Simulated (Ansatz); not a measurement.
Ansatz results at the PBE0-D4/def2-TZVP geometry: size of the dipole moment (B3LYP/def2-TZVPP) 3.43 D; HOMO energy (ωB97M-V/def2-TZVPP) -13.15 eV; LUMO energy (PBE0/def2-TZVPP) -2.52 eV.

Each molecule was computed in one conformer, which needn't be the lowest.

Which molecule gave them?
A. `[NH2][Nb](=[O])([OH])[F]`
B. `[OH][Nb]([F])([F])([F])[F]`
C. `[O]=[Nb]([OH])([Cl])[Cl]`
D. `[OH][Nb](=[S])([Cl])[Cl]`

B. The others give `[OH][Nb](=[S])([Cl])[Cl]`: 2.25, -10.26, -2.86; `[O]=[Nb]([OH])([Cl])[Cl]`: 2.37, -11.69, -2.55; `[NH2][Nb](=[O])([OH])[F]`: 3.03, -10.65, -1.16.

B3LYP here is the variant with VWN-RPA as its local correlation; programs differ in this.
